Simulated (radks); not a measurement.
Results of a calculation; reference values are marked as such.
Ce, 58 electrons, occupied as [Xe] 4f1 5d1 6s2 (the NIST ground configuration).

Code: a radial shooting solver on a logarithmic mesh with Libxc functionals. Model: scalar-relativistic Kohn-Sham, SCAN, spin-polarised, spherical densities, finite nucleus; open shells are filled with parallel spins first (spin-orbit coupling, left out, can overturn this in heavy ions); meta-GGA in the generalised Kohn-Sham scheme; Fermi nuclear charge, rms radius 4.8771 fm.

Energy parts (eV):
part                      energy
total                 -241136.93
kinetic                255574.44
electron-nucleus      -584035.59
Hartree                 93046.92
exchange-correlation    -5722.69

Orbitals (lengths in bohr, moments of r in powers of bohr; <r^-3> diverges for s and p1/2):
orbital  occ.  eigenvalue (eV)      <r>  <r^-3>
1s up       1        -40332.48  0.02457       -
1s down     1        -40332.48  0.02457       -
2s up       1        -6477.977   0.1052       -
2s down     1        -6477.948   0.1052       -
2p up       3        -5797.743  0.09237    7974
2p down     3        -5797.720  0.09237    7974
3s up       1        -1403.603   0.2781       -
3s down     1        -1403.284   0.2780       -
3p up       3        -1185.561   0.2764    1601
3p down     3        -1185.230   0.2763    1601
3d up       5        -876.5246   0.2537   218.5
3d down     5        -876.2412   0.2536   218.6
4s up       1        -287.6507   0.6374       -
4s down     1        -286.7032   0.6374       -
4p up       3        -216.0677   0.6749   341.3
4p down     3        -215.0893   0.6748   341.3
4d up       5        -112.9091   0.7451   38.54
4d down     5        -111.8565   0.7449   38.57
4f up       1          -5.4763    1.113   4.203
5s up       1         -42.0679    1.521       -
5s down     1         -41.4338    1.523       -
5p up       3         -24.2621    1.765   49.28
5p down     3         -23.5157    1.756   49.56
5d up       1          -3.4578    2.921   2.422
6s up       1          -4.0113    4.197       -
6s down     1          -3.5544    4.580       -

The highest occupied level is 5d up at -3.458 eV. The density falls to 0.001 e/bohr^3 at r = 5.45 bohr. The spin density at the nucleus is 5.367 e/bohr^3 (1s 0.024, 2s -0.133, 3s -1.691, 4s 0.102, 5s 1.550, 6s 5.515).

Empty levels of this run are not shown, since the potential may be unsettled where no density lies.
